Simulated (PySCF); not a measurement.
## How methods differ on the ionisation energy of Sn

Sn [Kr] 4d10 5s2 5p2 (3P) → Sn+ [Kr] 4d10 5s2 5p1 (2P), as a difference of total energies. All numbers are calculated (PySCF 2.14, a scalar-relativistic core potential, in def2-SVP with the def2 core potential (28 electrons) (4s4p2d, 26 functions)). Correlated levels: valence: 4s2 4p6 4d10 frozen. The calculations carry no spin-orbit coupling.

| method | ionisation energy (eV) |
| --- | --- |
| UHF | 6.853 |
| TPSS | 7.249 |
| MP2 (valence) | 7.058 |
| CCSD (valence) | 7.079 |
| CCSD(T) (valence) | 7.085 |

Problem. Estimate what M06-2X gives.

Solution. 7.170 eV, closest to TPSS among the rows shown.

Problem. Estimate what SCS-MP2 (valence) gives.

Solution. 7.005 eV, closest to MP2 (valence) among the rows shown.

Errors of the correlated levels include the incompleteness of this basis and the frozen core.

For comparison: 7.389 eV (measured; NIST levels, between the centres of gravity of the two terms).
